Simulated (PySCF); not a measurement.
SMILES [SiH3]O[SiH2]CS (GFN2-xTB optimised geometry):

```
13

Si     2.470    -0.779    -0.081
O      0.958    -0.191     0.000
Si    -0.656    -0.191     0.000
C     -1.195     1.630     0.000
S     -3.017     1.746     0.023
H      3.213    -0.013     0.915
H      2.926    -0.539    -1.447
H      2.416    -2.204     0.235
H     -1.111    -0.837     1.234
H     -1.148    -0.867    -1.196
H     -0.815     2.204     0.844
H     -0.901     2.145    -0.912
H     -3.213     1.004     1.111
```

Computed with PBE/def2-TZVP in PySCF.

Question: What are the frontier orbital energies and the dipole moment?

Answer: HOMO-2 -7.29 eV, HOMO-1 -7.23 eV, HOMO -5.53 eV, LUMO -1.00 eV, LUMO+1 -0.54 eV; dipole moment 1.48 D.

Meta-Löwdin charges at PBE/def2-TZVP: Si1 0.72, O2 -0.81, Si3 0.85, C4 -0.52, S5 -0.08, H6 -0.10, H7 -0.10, H8 -0.11, H9 -0.12, H10 -0.11, H11 0.14, H12 0.15, H13 0.09.
